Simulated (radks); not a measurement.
The nuclear charge of the aluminium ion Al2+ is varied continuously with 11 electrons held in [Ne] 3s1. All-electron calculation, non-relativistic Kohn-Sham, PBEsol, spin-unpolarised, spherical densities, point nucleus. Program: a radial shooting solver on a logarithmic mesh with Libxc functionals. By the Hellmann-Feynman theorem dE/dZ = E(electron-nucleus)/Z, the electronic potential at the nucleus.

Z     E (hartree)  E(electron-nucleus)/Z (hartree)  HOMO  e(HOMO) (eV)  <r> HOMO (bohr)
12     -199.22672                         -39.5280    3s       -11.293            2.808
12.1   -203.20024                         -39.9423    3s       -12.367            2.730
12.2   -207.21518                         -40.3565    3s       -13.476            2.658
12.3   -211.27153                         -40.7705    3s       -14.622            2.590
12.4   -215.36927                         -41.1843    3s       -15.802            2.526
12.5   -219.50839                         -41.5980    3s       -17.018            2.467
12.6   -223.68887                         -42.0116    3s       -18.268            2.410
12.7   -227.91070                         -42.4250    3s       -19.552            2.357
12.8   -232.17387                         -42.8384    3s       -20.870            2.307
12.9   -236.47837                         -43.2516    3s       -22.222            2.259
13     -240.82419                         -43.6647    3s       -23.608            2.213
13.1   -245.21132                         -44.0778    3s       -25.027            2.170
13.2   -249.63975                         -44.4908    3s       -26.479            2.128
13.3   -254.10947                         -44.9037    3s       -27.964            2.089
13.4   -258.62048                         -45.3165    3s       -29.482            2.051
13.5   -263.17277                         -45.7293    3s       -31.033            2.014
13.6   -267.76633                         -46.1419    3s       -32.617            1.979
13.7   -272.40116                         -46.5546    3s       -34.233            1.946
13.8   -277.07724                         -46.9672    3s       -35.881            1.914
13.9   -281.79458                         -47.3797    3s       -37.562            1.883
14     -286.55318                         -47.7921    3s       -39.275            1.853

The central difference of E at Z = 13 is -43.665 hartree, to compare with the third column; the second derivative is -4.13 hartree.
